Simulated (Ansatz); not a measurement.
System: sum formula GeHBr$_{2}$ (charge 0, doublet). It need not be the lowest isomer of its formula. 
Coordinates optimised at B3LYP-D3(BJ)/def2-TZVP (Ansatz, a program for electronic structure):
```xyz
4

Br     1.9116    -0.3697    -0.1977
Ge    -0.0101     0.7737     0.4788
Br    -1.9020    -0.3986    -0.2317
H     -0.0136     2.1341    -0.2902
```
Charge 0, spin multiplicity 2.

Basis-set convergence of Hartree-Fock and CCSD correlation energies (hartree) with Ansatz. Correlated levels leave the core frozen unless marked. Open shells are spin-unrestricted. Spin-orbit coupling is left out. Frozen are the shells of the preceding noble gas and the d and f shells that filled before the atom's block. Non-relativistic.

```json
[
 {"basis": "cc-pVDZ", "functions": "86", "E(HF)": "-7220.75151", "E(corr, CCSD)": "-0.33252"},
 {"basis": "cc-pVTZ", "functions": "143", "E(HF)": "-7220.98145", "E(corr, CCSD)": "-0.44845"},
 {"basis": "cc-pVQZ", "functions": "234", "E(HF)": "-7220.99081", "E(corr, CCSD)": "-0.48964"},
 {"basis": "cc-pV5Z", "functions": "367", "E(HF)": "-7220.99174", "E(corr, CCSD)": "-0.50399"}
]
```

Extrapolating the two largest sets (X = 4 and 5) as X^-3: E(corr) = (125·(-0.50399) - 64·(-0.48964))/61 = -0.5190 Eh, an estimate of the basis-set limit. The largest set recovers 97.1 % of it, the smallest 64.1 %.
